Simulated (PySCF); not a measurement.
Job file and geometry (Å, from GFN2-xTB) of an NMR shielding run on C$_{6}$H$_{8}$F$_{3}$P, GIAO PBE0/pcSseg-1 NMR shielding, non-relativistic, gas phase (PySCF); density fitting, a coarse starting grid and PySCF grid level 2 are the driver's defaults:

```
$ OMP_NUM_THREADS=1 python probes_run.py task.json out

{"job": {"kind": "nmr", "xc": "PBE0", "basis": "pcSseg-1"}, "charge": 0, "multiplicity": 1}
C     -1.715509    -2.453483    -0.240065
C     -0.536902    -1.662566     0.199197
P      0.531838    -0.960128    -0.885205
C      1.684978    -0.170860     0.297186
F      1.483123    -0.273460     1.624759
C      2.734002     0.528261    -0.130594
F      2.999718     0.677520    -1.422517
F      3.633257     1.157337     0.609898
C     -0.746321     2.229750     0.596231
C     -0.695724     1.997779    -0.700096
H     -2.633832    -1.990397     0.125117
H     -1.675089    -3.459021     0.181239
H     -1.765979    -2.527437    -1.324353
H     -0.411040    -1.558650     1.268805
H      0.045546     2.741404     1.118588
H     -1.583139     1.917740     1.199723
H      0.137150     2.315839    -1.306808
H     -1.494836     1.496691    -1.222762
```

**Question.** What does the program print?

**Answer.** 
```
coarse grid: 16360 points
cycle   1  E = -873.2443333945  dE =  1.257e+00  |g| = 8.251e-01  |ddm| = 3.919e+00
cycle   2  E = -872.9914635679  dE =  2.529e-01  |g| = 1.378e+00  |ddm| = 1.484e+00
cycle   3  E = -873.3686305083  dE = -3.772e-01  |g| = 2.040e-01  |ddm| = 1.157e+00
cycle   4  E = -873.3776512391  dE = -9.021e-03  |g| = 1.014e-01  |ddm| = 2.999e-01
cycle   5  E = -873.3802667561  dE = -2.616e-03  |g| = 2.692e-02  |ddm| = 1.043e-01
cycle   6  E = -873.3804218598  dE = -1.551e-04  |g| = 6.355e-03  |ddm| = 2.412e-02
cycle   7  E = -873.3804312843  dE = -9.424e-06  |g| = 2.007e-03  |ddm| = 6.815e-03
final grid: 156968 points
cycle   8  E = -873.4605167648  dE = -5.090e-05  |g| = 9.489e-03  |ddm| = 3.002e-02
cycle   9  E = -873.4604828594  dE =  3.391e-05  |g| = 1.485e-02  |ddm| = 1.938e-02
cycle  10  E = -873.4605365689  dE = -5.371e-05  |g| = 2.885e-03  |ddm| = 1.449e-02
cycle  11  E = -873.4605389213  dE = -2.352e-06  |g| = 5.325e-04  |ddm| = 3.115e-03
cycle  12  E = -873.4605389695  dE = -4.824e-08  |g| = 1.927e-04  |ddm| = 4.762e-04
cycle  13  E = -873.4605389760  dE = -6.479e-09  |g| = 3.875e-05  |ddm| = 1.506e-04
cycle  14  E = -873.4605389763  dE = -3.463e-10  |g| = 1.666e-05  |ddm| = 5.701e-05
converged SCF energy = -873.4605389763

GIAO shielding tensors (ppm)
atom      isotropic    diamagn.    paramagn.     s11        s22        s33       span
  0 C      162.031     246.278     -84.247    138.634    168.594    178.867     40.233
  1 C       -5.328     264.495    -269.823   -199.558      3.220    180.354    379.912
  2 P       97.005     970.802    -873.797   -287.821    176.217    402.620    690.441
  3 C       41.821     260.143    -218.322      6.408     35.504     83.552     77.144
  4 F      358.225     476.558    -118.332    253.065    367.275    454.336    201.271
  5 C       17.071     252.069    -234.998    -49.726     45.447     55.492    105.218
  6 F      289.276     475.345    -186.069    254.213    291.549    322.068     67.855
  7 F      261.376     470.878    -209.502    219.955    281.540    282.633     62.677
  8 C       54.728     257.053    -202.324    -68.069     58.647    173.607    241.676
  9 C       51.606     258.751    -207.144    -77.092     58.795    173.116    250.207
 10 H       29.229      29.264      -0.035     25.246     27.344     35.096      9.850
 11 H       29.207      26.699       2.508     25.039     26.829     35.752     10.713
 12 H       28.999      29.607      -0.608     25.442     28.918     32.637      7.194
 13 H       22.719      36.152     -13.433     15.225     22.019     30.912     15.686
 14 H       25.904      32.170      -6.266     22.146     26.412     29.155      7.009
 15 H       26.222      32.902      -6.680     22.772     26.587     29.306      6.535
 16 H       26.089      32.887      -6.798     22.094     27.196     28.978      6.884
 17 H       25.852      33.364      -7.512     21.926     27.082     28.547      6.621
```

Size and cost of the density-fitted run: 217 basis functions, roughly 2.3 core-minutes.
